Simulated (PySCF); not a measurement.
B₂ClH₇N₂.
Atom-mapped SMILES: `[Cl:1][BH-:2]1[NH2+:3][BH2-:4][NH2+:5]1` (hydrogens: H6 on B2; H7, H8 on N3; H9, H10 on B4; H11, H12 on N5)

Computed by this run: PySCF 2.14.0, PBE0-D3(BJ)/def2-SVP geometry optimisation, gas phase; density fitting, grid level 1; the optimiser is geomeTRIC in internal coordinates, started from a GFN2-xTB structure with every atom displaced at random (about 0.01 Å).

Geometry at step 1:
```
atom  x, y, z in Å
Cl1    -0.4989   -2.0404    0.5566
B2     -0.7937   -0.6222   -0.5565
N3     -1.8796    0.3678    0.0154
B4     -0.7966    1.5291   -0.1643
N5      0.3575    0.4636   -0.4625
H6     -1.0215   -0.9477   -1.7073
H7     -2.1442    0.1689    0.9769
H8     -2.7403    0.4558   -0.5359
H9     -1.0395    2.1938   -1.1573
H10    -0.6058    2.1697    0.8526
H11     0.9060    0.6033   -1.3116
H12     1.0027    0.2967    0.3056
```

Question: Give the atomic forces at this geometry.

Answer: 
```json
{"atom": "Cl1", "Fx (eV/Å)": "0.039", "Fy (eV/Å)": "-0.139", "Fz (eV/Å)": "0.123"}
{"atom": "B2", "Fx (eV/Å)": "0.038", "Fy (eV/Å)": "0.015", "Fz (eV/Å)": "-0.277"}
{"atom": "N3", "Fx (eV/Å)": "-0.486", "Fy (eV/Å)": "0.087", "Fz (eV/Å)": "-0.260"}
{"atom": "B4", "Fx (eV/Å)": "0.017", "Fy (eV/Å)": "0.159", "Fz (eV/Å)": "-0.021"}
{"atom": "N5", "Fx (eV/Å)": "0.082", "Fy (eV/Å)": "-0.028", "Fz (eV/Å)": "-0.217"}
{"atom": "H6", "Fx (eV/Å)": "0.008", "Fy (eV/Å)": "0.063", "Fz (eV/Å)": "0.106"}
{"atom": "H7", "Fx (eV/Å)": "0.031", "Fy (eV/Å)": "-0.009", "Fz (eV/Å)": "0.090"}
{"atom": "H8", "Fx (eV/Å)": "0.383", "Fy (eV/Å)": "-0.056", "Fz (eV/Å)": "0.181"}
{"atom": "H9", "Fx (eV/Å)": "0.024", "Fy (eV/Å)": "-0.047", "Fz (eV/Å)": "0.063"}
{"atom": "H10", "Fx (eV/Å)": "-0.005", "Fy (eV/Å)": "-0.019", "Fz (eV/Å)": "-0.006"}
{"atom": "H11", "Fx (eV/Å)": "-0.145", "Fy (eV/Å)": "-0.037", "Fz (eV/Å)": "0.131"}
{"atom": "H12", "Fx (eV/Å)": "0.015", "Fy (eV/Å)": "0.011", "Fz (eV/Å)": "0.086"}
```

The largest, 0.56 eV/Å, acts on N3; the rms over all components is 0.146 eV/Å. The forces sum to zero within rounding, as they must for an isolated molecule in no field.

Question: Give the force on N3 in Eh/bohr and in nN.

Answer: 0.558 eV/Å ÷ 51.422 = 0.01086 Eh/bohr, and 0.558 eV/Å × 1.602 = 0.89 nN.

Question: How far is this geometry from the end of the optimisation?

Answer: 0.006 eV above it, and 0.007 Å rms away after alignment. The bonds farthest from their final lengths, with half the difference of the two atoms' forces along the bond (positive lengthens):

```csv
bond,now (Å),final (Å),force along bond (eV/Å)
Cl1–B2,1.827,1.837,+0.18
N3–H8,1.026,1.016,-0.49
B2–H6,1.217,1.212,-0.18
B2–N3,1.577,1.582,+0.21
N5–H11,1.020,1.016,-0.21
N3–B4,1.598,1.602,+0.18
```

The angle farthest from its final value is H7–N3–H8, 107.9° against 108.6°.

Of the 2 listed bonds off by 0.010 Å or more, this force points towards the final length in 2.

The cost below is that of the whole optimisation. Hardware: Arm Neoverse V1, one thread, shared host with 32 logical CPUs at a one-minute load of 25. Cost: 21 s of wall time, 0.46 GiB resident at most.
